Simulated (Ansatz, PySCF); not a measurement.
Dissociation curve of C2H7Al, SMILES [CH3][AlH][CH3]. The Al1–C7 bond (Al1 also carries C, H; C7 carries H, H, H) is stretched with both fragments frozen at the PBE0/def2-SVP optimised geometry.

Levels: UMP2/3-21G = unrestricted MP2 (frozen core)/3-21G run with PySCF; RMP2/6-31G* = restricted MP2 (frozen core)/6-31G*, spherical d in PySCF 2.14.0; RKS-B3LYP/6-31G* = restricted B3LYP/6-31G*, spherical d in PySCF; UCCSD(T) = Ansatz (a quantum-chemistry and plane-wave program) with CCSD(T) on UHF/cc-pVDZ, frozen core.

Energies relative to the lowest point of each curve near equilibrium, in mEh; the last columns give the difference from UCCSD(T):

```tsv
R / Å	UMP2/3-21G	RMP2/6-31G*	RKS-B3LYP/6-31G*	UCCSD(T)	UMP2/3-21G − UCCSD(T)	RMP2/6-31G* − UCCSD(T)	RKS-B3LYP/6-31G* − UCCSD(T)
1.62	68.8	56.5	54.3	58.6	10.3	-2.1	-4.3
1.71	35.3	27.0	26.0	28.7	6.6	-1.8	-2.7
1.82	11.8	7.6	7.3	8.7	3.1	-1.1	-1.3
1.91	2.7	1.0	1.0	1.5	1.3	-0.4	-0.4
1.96	0.6	0.0	0.0	0.0	0.5	0.0	0.0
2.01	0.0	0.4	0.3	0.0	0.0	0.4	0.3
2.09	1.7	3.3	3.0	2.2	-0.5	1.1	0.8
2.20	8.0	10.7	9.9	8.6	-0.7	2.1	1.2
2.37	22.8	26.6	24.6	22.9	-0.1	3.7	1.7
2.56	42.7	46.9	43.5	41.5	1.2	5.4	1.9
2.85	83.3	78.0	72.2	70.4	12.9	7.6	1.8
3.19	116.3	110.0	102.0	100.1	16.2	9.9	1.9
3.64	131.7	142.5	133.2	126.6	5.1	16.0	6.7
4.13	136.9	165.5	157.7	136.6	0.3	28.9	21.1
4.76	138.9	178.0	178.2	139.1	-0.2	38.9	39.1
5.65	139.7	169.7	193.9	139.7	-0.1	29.9	54.2
```

UMP2/3-21G is furthest from UCCSD(T) at 3.19 (16.2 mEh, above); its mean absolute difference over the points is 3.7 mEh.

RMP2/6-31G* is furthest from UCCSD(T) at 4.76 (38.9 mEh, above); its mean absolute difference over the points is 9.3 mEh.

RKS-B3LYP/6-31G* is furthest from UCCSD(T) at 5.65 (54.2 mEh, above); its mean absolute difference over the points is 8.7 mEh.

The unrestricted determinant behind UMP2/3-21G, UCCSD(T) is spin-contaminated at 2.85 to 5.65 Å (<S²> up to 1.0, against 0.00 for a pure singlet). The restricted form behind RMP2/6-31G*, RKS-B3LYP/6-31G* keeps the bonding electrons paired and can't separate into open-shell fragments.
